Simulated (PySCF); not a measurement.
Radial density of He (helium, neutral)

wB97M-V, 1s2, closed-shell 1S. Calculation: PySCF 2.14, in aug-cc-pVTZ; the non-relativistic Hamiltonian (point nucleus).

```tsv
r (bohr)	4πr²ρ (e/bohr)
0.0105	0.004657
0.0176	0.01303
0.0296	0.03579
0.0498	0.09419
0.0838	0.2311
0.141	0.5235
0.237	1.017
0.399	1.569
0.671	1.665
1.13	1.021
1.90	0.2826
3.19	0.02312
5.37	0.0002110
```
